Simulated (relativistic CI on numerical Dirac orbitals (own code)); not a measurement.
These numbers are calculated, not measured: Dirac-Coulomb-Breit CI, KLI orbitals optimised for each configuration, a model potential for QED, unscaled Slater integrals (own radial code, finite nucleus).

Configuration list (outside the closed core 1s2): 2s²2p⁴, 2s2p⁵, 2p⁶, 2p⁵3s, 2s²2p³3s, 2p⁵3p, 2s²2p³3p, 2p⁵3d, 2s²2p³3d, 2s2p⁴3s, 2s2p⁴3p, 2s2p⁴3d, 2s²2p³4s, 2s²2p³4p, 2s²2p³4d, 2s²2p³4f, 2s²2p²3s², 2s²2p²3s3p, 2s2p⁴4s, 2s²2p³5s, 2s²2p²3s3d, 2s2p⁴4p, 2s²2p³5p, 2s²2p²3p², 2s²2p³5d, 2s²2p³5f, 2s²2p³5g, 2s2p⁴4d, 2s2p⁴4f, 2s²2p²3p3d, 2s2p³3s², 2s²2p²3d², 2s2p³3s3p, 2s2p³3s3d, 2s2p³3p², 2s2p³3p3d. Levels of other configurations are missing.

At this charge energies of transitions that change n are usually good to better than 1 %, and those within a shell (Δn = 0) to a few per cent.

Outline of the computed level scheme of Au LXXII. Lowest level of each configuration: 2s²2p⁴ ³P2 at 0.0 eV; 2s2p⁵ ³P°2 at 2351.9 eV; 2p⁶ ¹S0 at 4839.0 eV; 2s²2p³3s ³P°2 at 9863.5 eV; 2s²2p³3p ³P1 at 9999.5 eV; 2s²2p³3d ³D°2 at 10674.3 eV; 2s2p⁴3s ⁵P3 at 12134.1 eV; 2s2p⁴3p ⁵P°2 at 12278.7 eV.

Some strong electric-dipole decays among the lowest 45 levels: 2s²2p³3d ³D°3 → 2s²2p⁴ ³P2 (3.1e+15 s⁻¹); 2s²2p³3d ³D°1 → 2s²2p⁴ ¹S0 (1.9e+15 s⁻¹); 2s²2p³3d ³D°2 → 2s²2p⁴ ³P2 (1.4e+15 s⁻¹); 2s2p⁴3p ³D°3 → 2s²2p⁴ ³P2 (6.8e+14 s⁻¹); 2s²2p³3d ³D°1 → 2s²2p⁴ ³P2 (3.6e+14 s⁻¹); 2s²2p³3s ¹D°2 → 2s²2p⁴ ¹D2 (2.9e+14 s⁻¹); 2s2p⁴3s ³P2 → 2s2p⁵ ³P°2 (2.9e+14 s⁻¹); 2s2p⁴3p ⁵P°2 → 2s²2p⁴ ³P2 (2.8e+14 s⁻¹).

LS names give the leading component of a level, which can be under half, so a name can repeat, a term be missing and a line seem to break the LS rules.
